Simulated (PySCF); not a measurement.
SrF, SMILES [F][Sr+], charge +1.

Geometry: B3LYP-D3(BJ)/def2-TZVPD. The multiplicity is an assumed one; other spin states were not compared. The def2 effective core potentials stand for the cores of Sr; spin–orbit coupling is left out.

Two levels are set side by side: TDA-PBE/def2-TZVPD (PySCF) and TDA-CAM-B3LYP/def2-TZVPD (PySCF). Vertical, same geometry. The lowest singlet is HOMO→LUMO 100 % with PBE and HOMO−2→LUMO 94 % with the other functional; states are paired by order. Differences are taken from unrounded values.

```json
[
 {"quantity": "lowest singlet excitation (eV)", "TDA-CAM-B3LYP": "6.41"},
 {"quantity": "lowest triplet excitation (TDA) (eV)", "TDA-CAM-B3LYP": "6.35"}
]
```

Task: What does TDA-PBE give, and how far is it from TDA-CAM-B3LYP? (The exact figures need the calculation; the answer reports its results.)

Result: 
| quantity | TDA-PBE | TDA-PBE minus TDA-CAM-B3LYP |
|---|---|---|
| lowest singlet excitation (eV) | 5.17 | -1.24 |
| lowest triplet excitation (TDA) (eV) | 5.13 | -1.23 |

A lower first singlet is the usual sign of a functional without exact exchange. Differences between two approximate levels are no errors against the true value.

Rough cost on one machine, each run with all the roots and properties that it gave: TDA-CAM-B3LYP against TDA-PBE about 4 times.
